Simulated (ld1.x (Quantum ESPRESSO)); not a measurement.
Values are calculated unless marked as measured or tabulated.
Potentials for cobalt (Co) compared

Generated with ld1.x 7.5 (TM, RRKJ, ultrasoft, PAW), atompaw 4.2 or ONCVPSP 4.0.1. The cutoff is in Ry: for ld1.x and atompaw files where the sum of valence levels is converged to 10 mRy in a Bessel basis, for ONCV files where the hardest occupied wave has 1 mHa per electron of residual kinetic energy. The error is the largest all-electron minus pseudo excitation energy over each file’s own four to seven test configurations (ionisations up to +4, promotions, holes and added fractions of an electron), all of which were solved. The labels leave out finer settings (local radius, basis sizes, second energies), which also bear on the numbers. Spin-polarised tests are not counted. The rows are a selection from randomly drawn settings: files with unsolved tests, undetermined cutoffs or missed reference levels are left out.

A true bound ghost makes a file unfit for plane-wave use even where its test errors are small: the radial tests pick states by their node count and pass the ghost by.

```tsv
potential	cutoff (Ry)	largest error (meV)	bound ghosts
TM, LDA (PZ), scalar-relativistic, rc 1.50/1.65/1.55 (spd), local p, core correction yes, reference 3d6 4s0 4p0	110	-1603	none
TM semilocal, LDA (PZ), scalar-relativistic, rc 1.85/1.05/1.00 (spd), local s, core correction yes, reference 3p6 3d7 4s2 4p0	200	-47	none
```

(1) Fill in the row for Co: TM semilocal, PBE, non-relativistic, rc 2.20/2.20/0.90 (spd), local d, core correction no, reference 3d7 4s0 4p0.

(2) Fill in the row for Co: TM, PBE, scalar-relativistic, rc 1.50/0.90/1.75 (spd), local p, core correction no, reference 3p6 3d6 4s0 4p0.

(3) Fill in the row for Co: TM semilocal, PW91, scalar-relativistic, rc 2.25/0.95/0.95 (spd), local p, core correction yes, reference 3p6 3d7 4s2 4p0.

## Answers

(1) cutoff 230 Ry, largest error -225 meV, bound ghosts: none.

(2) cutoff 140 Ry, largest error +145 meV, bound ghosts: s.

(3) cutoff 230 Ry, largest error -55 meV, bound ghosts: none.
